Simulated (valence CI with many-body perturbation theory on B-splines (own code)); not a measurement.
## E1 transitions of Au48+

Level of theory: valence CI with perturbative core correlation (CI+MBPT): three valence electrons over a frozen Dirac-Fock core [Ar] 3d10, a basis of 11 s, 11 p, 9 d, 7 f, 5 g, 2 h, 1 i functions for each j, with the one-electron correlation potential Σ1 (screened to all orders), the two-electron term Σ2, the three-electron term Σ3, Breit, model QED; selected single and double excitations, second order for the rest (own B-spline code, finite nucleus).

The last digits are not significant, and no measured levels were compared; by estimate large intervals hold to a few tenths of a per cent, small ones and those within an open d or f shell to about a per cent.

Lines 151 to 200 of 272 in falling wavelength, among levels below 53.259 Ry, chosen from the strongest by gf and those to the six lowest levels. Wavelengths and rates use the calculated energies. Electric multipoles are in the length gauge, E1 and E2 with the static RPA response of the core. Weak lines are less certain than strong ones. Lines between different terms over intervals too small for the method are left out, as are lines whose strength nearly cancels. The highest levels of a list are the least certain.

Levels are named by their leading jj configuration (3d3/2^4 stands for four electrons in 3d with j = 3/2), which in mixed levels can hold well under half, so a name can repeat and another be missing. Letters in brackets count levels of one name in rising energy.

| λ vac (nm) | Upper | Lower | A (s⁻¹) | S (a.u.) with core polarisation | S without |
| --- | --- | --- | --- | --- | --- |
| 4.833 | (4p1/2^2 4p3/2) J=3/2 | (4s 4p1/2^2) J=1/2 | 4.06e+11 | 9.05e-02 | 9.57e-02 |
| 4.832 | (4p3/2^3) J=3/2 | (4s 4p3/2^2) J=1/2 | 4.76e+11 | 1.06e-01 | 1.12e-01 |
| 4.831 | (4p1/2 4p3/2 4d5/2) J=3/2 [a] | (4s 4p1/2 4d5/2) J=5/2 [a] | 2.09e+11 | 4.65e-02 | 4.92e-02 |
| 4.830 | (4s 4p1/2 4p3/2) J=3/2 [b] | (4s^2 4p1/2) J=1/2 | 6.13e+11 | 1.36e-01 | 1.44e-01 |
| 4.825 | (4p1/2 4p3/2 4d3/2) J=1/2 [b] | (4s 4p1/2 4d3/2) J=1/2 | 4.23e+11 | 4.69e-02 | 4.96e-02 |
| 4.825 | (4p1/2 4p3/2 4d5/2) J=7/2 [b] | (4s 4p1/2 4d5/2) J=5/2 [b] | 1.70e+11 | 7.55e-02 | 7.98e-02 |
| 4.820 | (4p1/2 4p3/2 4d5/2) J=5/2 [b] | (4s 4p1/2 4d5/2) J=3/2 | 1.76e+11 | 5.82e-02 | 6.15e-02 |
| 4.817 | (4p1/2 4p3/2 4d3/2) J=5/2 [a] | (4s 4p1/2 4d3/2) J=3/2 [a] | 3.20e+11 | 1.06e-01 | 1.12e-01 |
| 4.804 | (4p1/2 4p3/2 4d5/2) J=5/2 [a] | (4s 4p1/2 4d5/2) J=5/2 [a] | 5.90e+10 | 1.94e-02 | 2.05e-02 |
| 4.790 | (4p1/2 4p3/2 4d3/2) J=7/2 | (4s 4p1/2 4d3/2) J=5/2 | 8.39e+11 | 3.64e-01 | 3.85e-01 |
| 4.788 | (4s 4p3/2^2) J=1/2 | (4s^2 4p3/2) J=3/2 | 8.07e+11 | 8.74e-02 | 9.25e-02 |
| 4.786 | (4s 4p1/2 4p3/2) J=1/2 | (4s^2 4p1/2) J=1/2 | 1.14e+12 | 1.23e-01 | 1.30e-01 |
| 4.784 | (4p1/2 4p3/2 4d5/2) J=1/2 | (4s 4p1/2 4d5/2) J=3/2 | 3.57e+11 | 3.85e-02 | 4.08e-02 |
| 4.781 | (4p1/2 4p3/2 4d3/2) J=3/2 [a] | (4s 4p1/2 4d3/2) J=3/2 [a] | 5.45e+11 | 1.17e-01 | 1.24e-01 |
| 4.777 | (4p1/2 4p3/2 4d3/2) J=1/2 [a] | (4s 4p1/2 4d3/2) J=3/2 [a] | 7.70e+11 | 8.29e-02 | 8.77e-02 |
| 4.772 | (4s 4p3/2 4d3/2) J=1/2 [b] | (4s^2 4d3/2) J=3/2 | 1.24e+12 | 1.33e-01 | 1.41e-01 |
| 4.770 | (4p1/2 4p3/2 4d5/2) J=3/2 [b] | (4s 4p1/2 4d5/2) J=5/2 [b] | 4.58e+11 | 9.82e-02 | 1.04e-01 |
| 4.768 | (4p1/2 4p3/2^2) J=3/2 | (4s 4p1/2 4p3/2) J=5/2 | 8.28e+10 | 1.77e-02 | 1.88e-02 |
| 4.756 | (4p1/2 4p3/2^2) J=5/2 | (4s 4p1/2 4p3/2) J=5/2 | 4.11e+11 | 1.31e-01 | 1.38e-01 |
| 4.729 | (4s 4p3/2 4d3/2) J=5/2 [b] | (4s^2 4d3/2) J=3/2 | 1.88e+12 | 5.89e-01 | 6.23e-01 |
| 4.720 | (4s 4p3/2^2) J=3/2 | (4s^2 4p3/2) J=3/2 | 1.70e+12 | 3.52e-01 | 3.73e-01 |
| 4.712 | (4s 4p3/2 4d5/2) J=3/2 [b] | (4s^2 4d5/2) J=5/2 | 8.84e+11 | 1.83e-01 | 1.93e-01 |
| 4.708 | (4p1/2 4p3/2 4d5/2) J=7/2 [b] | (4s 4p1/2 4d5/2) J=7/2 | 2.36e+11 | 9.72e-02 | 1.03e-01 |
| 4.643 | (4s 4p3/2 4d5/2) J=5/2 [b] | (4s^2 4d5/2) J=5/2 | 8.11e+11 | 2.40e-01 | 2.54e-01 |
| 4.602 | (4p1/2 4p3/2^2) J=3/2 | (4s 4p1/2 4p3/2) J=3/2 [a] | 6.18e+11 | 1.19e-01 | 1.26e-01 |
| 4.591 | (4p1/2 4p3/2^2) J=5/2 | (4s 4p1/2 4p3/2) J=3/2 [a] | 1.96e+09 | 5.61e-04 | 5.94e-04 |
| 4.572 | (4s 4p3/2 4d5/2) J=3/2 [a] | (4s^2 4d3/2) J=3/2 | 9.52e+10 | 1.80e-02 | 1.90e-02 |
| 4.571 | (4p1/2 4p3/2 4d5/2) J=5/2 [b] | (4s 4p1/2 4d5/2) J=5/2 [a] | 3.06e+11 | 8.65e-02 | 9.15e-02 |
| 4.564 | (4p1/2 4p3/2 4d3/2) J=5/2 [b] | (4s 4p1/2 4d3/2) J=5/2 | 8.79e+10 | 2.48e-02 | 2.62e-02 |
| 4.547 | (4s 4p1/2 4f5/2) J=5/2 [b] | (4p1/2^2 4p3/2) J=3/2 | 5.98e+10 | 1.67e-02 | 1.76e-02 |
| 4.538 | (4s^2 4f5/2) J=5/2 | (4s 4p1/2 4p3/2) J=3/2 [b] | 1.49e+11 | 4.11e-02 | 4.34e-02 |
| 4.533 | (4p3/2^3) J=3/2 | (4s 4p3/2^2) J=5/2 | 3.10e+11 | 5.71e-02 | 6.04e-02 |
| 4.467 | (4p1/2 4p3/2^2) J=1/2 | (4s 4p1/2 4p3/2) J=3/2 [a] | 3.24e+10 | 2.85e-03 | 3.02e-03 |
| 4.430 | (4p1/2 4p3/2 4d3/2) J=5/2 [b] | (4s 4p1/2 4d3/2) J=3/2 [a] | 8.88e+10 | 2.29e-02 | 2.42e-02 |
| 4.331 | (4s^2 4f5/2) J=5/2 | (4s 4p1/2 4p3/2) J=5/2 | 1.86e+09 | 4.47e-04 | 4.72e-04 |
| 4.203 | (4s 4p1/2 4d3/2) J=3/2 [a] | (4s 4p1/2^2) J=1/2 | 4.04e+10 | 5.93e-03 | 6.27e-03 |
| 4.200 | (4s^2 4f7/2) J=7/2 | (4s 4p1/2 4p3/2) J=5/2 | 9.19e+10 | 2.69e-02 | 2.84e-02 |
| 4.194 | (4s^2 4f5/2) J=5/2 | (4s 4p1/2 4p3/2) J=3/2 [a] | 1.04e+10 | 2.27e-03 | 2.40e-03 |
| 4.178 | (4s 4p3/2 4d3/2) J=3/2 [a] | (4s 4p1/2 4p3/2) J=3/2 [b] | 1.71e+09 | 2.46e-04 | 2.60e-04 |
| 4.177 | (4s 4p3/2 4d3/2) J=1/2 [a] | (4s 4p1/2 4p3/2) J=3/2 [b] | 3.79e+10 | 2.73e-03 | 2.89e-03 |
| 4.176 | (4s 4p3/2 4d3/2) J=5/2 [a] | (4s 4p1/2 4p3/2) J=3/2 [b] | 3.58e+10 | 7.71e-03 | 8.16e-03 |
| 4.002 | (4s 4p3/2 4d3/2) J=3/2 [a] | (4s 4p1/2 4p3/2) J=5/2 | 2.59e+11 | 3.28e-02 | 3.47e-02 |
| 4.000 | (4s 4p3/2 4d3/2) J=5/2 [a] | (4s 4p1/2 4p3/2) J=5/2 | 9.70e+11 | 1.84e-01 | 1.95e-01 |
| 3.994 | (4s 4p3/2 4d3/2) J=3/2 [b] | (4s 4p1/2 4p3/2) J=1/2 | 7.49e+11 | 9.43e-02 | 9.97e-02 |
| 3.964 | (4s 4p3/2 4d3/2) J=3/2 [b] | (4s 4p1/2 4p3/2) J=3/2 [b] | 7.60e+11 | 9.34e-02 | 9.89e-02 |
| 3.938 | (4s 4p3/2 4d3/2) J=7/2 | (4s 4p1/2 4p3/2) J=5/2 | 1.24e+12 | 2.99e-01 | 3.17e-01 |
| 3.929 | (4p1/2 4p3/2 4d3/2) J=3/2 [b] | (4p1/2^2 4p3/2) J=3/2 | 1.92e+12 | 2.30e-01 | 2.44e-01 |
| 3.905 | (4s 4p1/2 4d3/2) J=1/2 | (4s 4p1/2^2) J=1/2 | 1.87e+12 | 1.10e-01 | 1.16e-01 |
| 3.900 | (4p1/2 4p3/2 4d3/2) J=1/2 [b] | (4p1/2^2 4p3/2) J=3/2 | 1.64e+12 | 9.61e-02 | 1.02e-01 |
| 3.895 | (4p1/2 4p3/2 4d3/2) J=5/2 [b] | (4p1/2^2 4p3/2) J=3/2 | 1.29e+12 | 2.26e-01 | 2.39e-01 |
